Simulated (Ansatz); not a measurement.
`CN[CH2][GeH3]` + `[GaH3]` → `[GaH2][CH2][GeH3]` + CH₃NH₂  (formal exchange of groups at a C–N bond)

Isolated molecules relaxed with PBE0-D4/def2-TZVP in Ansatz; ΔE leaves out vibrations. CCSD(T)/CBS is the MP2 limit (def2-TZVPP, def2-QZVPP) plus CCSD(T) − MP2 in def2-TZVPP, frozen cores. Functionals use def2-TZVPP. For Ga, Ge outer-core shells are correlated without core-valence functions, which leaves a few kJ/mol of doubt a bond. Scalar relativity is left out up to krypton. Each species was taken in one conformer, which may not be the lowest.

`CN[CH2][GeH3]`:

Cartesian coordinates in Å:
```
C -1.082 -1.672 -0.502
N -0.012 -0.869 0.049
C -0.161 0.543 -0.224
Ge 1.337 1.559 0.536
H -1.047 -1.624 -1.594
H -2.088 -1.347 -0.188
H -0.949 -2.716 -0.212
H 0.056 -1.026 1.046
H -0.143 0.699 -1.308
H -1.114 0.970 0.135
H 2.648 1.219 -0.190
H 1.486 1.193 2.026
H 1.068 3.071 0.425
```

`[GaH3]`:

```xyz
4

Ga    0.001    0.000    0.000
H    -0.317    1.110   -1.061
H     0.642   -1.358   -0.453
H    -0.325    0.247    1.514
```

`[GaH2][CH2][GeH3]`:

```xyz
10

Ga   -0.286   -1.642    0.746
C    -0.680    0.252    0.419
Ge    0.609    1.082   -0.801
H    -0.893   -2.741   -0.200
H     0.664   -2.050    1.928
H    -0.649    0.818    1.353
H    -1.669    0.367   -0.032
H     0.599    0.359   -2.161
H     2.032    0.988   -0.219
H     0.272    2.567   -1.033
```

CH₃NH₂:

```xyz
7

C     0.150   -0.542    0.083
N    -0.285    0.840    0.193
H     0.414   -0.874   -0.931
H    -0.639   -1.200    0.454
H     1.022   -0.699    0.723
H    -1.099    1.005   -0.385
H     0.437    1.468   -0.136
```

| level | ΔE (kcal/mol) |
| --- | --- |
| B2PLYP | -18.3 |
| HF/def2-TZVPP | -16.8 |
| CCSD/def2-TZVPP | -18.8 |
| HF/def2-QZVPP | -16.6 |

Problem. What does CCSD(T)/CBS give? (Best estimate.)

Solution. Ansatz gave: -19.9 kcal/mol. The listed levels differ from it by 1.6, 3.1, 1.1, 3.3 kcal/mol.

Largest T1 diagnostic among the species: 0.013.

In def2-TZVPP, CCSD(T) changes the Hartree–Fock value by −2.1 kcal/mol (the triples alone add −0.2 kcal/mol) and MP2 by −3.3 kcal/mol.
